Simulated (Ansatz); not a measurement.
`[CH3][Sn][Cl]` + H₂O → `[OH][Sn][Cl]` + CH₄ at 700 K and 1 bar (formal hydrolysis of the Sn–C bond).

Program: Ansatz. Geometries: PBE0-D4/def2-TZVP. ΔE: electronic, gas phase. CCSD(T)/CBS is the MP2 limit (def2-TZVPP, def2-QZVPP) plus CCSD(T) − MP2 in def2-TZVPP, frozen cores. This one scheme is used for every species. def2 core potentials past Kr. For Sn outer-core shells are correlated without core-valence functions, which leaves a few kJ/mol of doubt a bond. Each species was taken in one conformer, which may not be the lowest.

```json
{"species": "`[CH3][Sn][Cl]`", "CCSD(T)/CBS energy (Eh)": "-713.71101", "H − E (kJ/mol)": "143.9", "S (J/(mol·K))": "393.5"}
{"species": "H₂O", "CCSD(T)/CBS energy (Eh)": "-76.37941", "H − E (kJ/mol)": "80.5", "S (J/(mol·K))": "218.4"}
{"species": "`[OH][Sn][Cl]`", "CCSD(T)/CBS energy (Eh)": "-749.66523", "H − E (kJ/mol)": "78.0", "S (J/(mol·K))": "362.1"}
{"species": "CH₄", "CCSD(T)/CBS energy (Eh)": "-40.46206", "H − E (kJ/mol)": "145.9", "S (J/(mol·K))": "224.0"}
```

H − E and S are ideal-gas, rigid-rotor, harmonic terms from PBE0-D4/def2-TZVP, for one conformer and one mirror image of each species. 1 Eh = 2625.50 kJ/mol, R = 8.31446 J/(mol·K).

Question: By hand: ΔE, ΔH, ΔS and ΔG.

Answer: ΔE = (-749.66523) + (-40.46206) − (-713.71101) − (-76.37941) = -0.03687 Eh = -96.8 kJ/mol. Δ(H − E) = 78.0 + 145.9 − 143.9 − 80.5 = -0.5, so ΔH = -97.3 kJ/mol. ΔS = 362.1 + 224.0 − 393.5 − 218.4 = -25.8 J/(mol·K). ΔG = -97.3 − 700 × (-25.8)/1000 = -79.2 kJ/mol.

Question: By hand: the equilibrium constant, and the temperature at which ΔG would vanish if ΔH and ΔS stayed fixed.

Answer: log₁₀ K = −ΔG/(RT ln 10) = 5.9. ΔG = 0 at ΔH/ΔS = 3771 K, far beyond where these terms or the molecules hold.

ΔH outweighs TΔS. A doubt of 5 kJ/mol in ΔE shifts log₁₀ K by 0.4 here. Other conformers and mirror images would add mixing entropy, several J/(mol·K) or more a flexible species. These are equilibria of isolated gas molecules and say nothing of rates. Largest T1 diagnostic: 0.017 (customary marks: 0.02 for closed shells, 0.045 for open ones).
